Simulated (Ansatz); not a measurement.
`B[CH]([GaH2])[SiH2]F` and `B[CH](Cl)[GaH2]` differ in one atom or group.

Ansatz, PBE0-D4/def2-TZVP geometries, multiplicity 1. Each molecule was computed in one conformer, which needn't be the lowest.

Scalar relativity is left out up to krypton.

| property | `B[CH]([GaH2])[SiH2]F` |
| --- | --- |
| HOMO energy (ωB97M-V/def2-TZVPP) / eV | -10.75 |
| LUMO energy (ωB97M-V/def2-TZVPP) / eV | -0.64 |
| size of the dipole moment (ωB97M-V/def2-TZVPP) / D | 2.10 |
| HOMO energy (PBE/def2-TZVPP) / eV | -7.33 |
| HOMO–LUMO gap (B3LYP/def2-TZVPP) / eV | 5.74 |
| HOMO–LUMO gap (ωB97M-V/def2-TZVPP) / eV | 10.11 |

Give the same properties after the change, and the shifts. (Best estimate.)

Computed: 
```tsv
property	`B[CH](Cl)[GaH2]`	shift
HOMO energy (ωB97M-V/def2-TZVPP) / eV	-9.95	0.80
LUMO energy (ωB97M-V/def2-TZVPP) / eV	0.46	1.10
size of the dipole moment (ωB97M-V/def2-TZVPP) / D	1.13	-0.97
HOMO energy (PBE/def2-TZVPP) / eV	-6.71	0.62
HOMO–LUMO gap (B3LYP/def2-TZVPP) / eV	6.08	0.34
HOMO–LUMO gap (ωB97M-V/def2-TZVPP) / eV	10.41	0.30
```

With PBE0 the HOMO rises by 0.75 eV and the LUMO rises by 1.09 eV, so the gap widens by about 0.34 eV. PBE moves the HOMO by 0.62 eV and ωB97M-V by 0.80 eV. Dipoles are sizes alone; their direction can turn.

B3LYP here is the variant with VWN-RPA as its local correlation; programs differ in this.
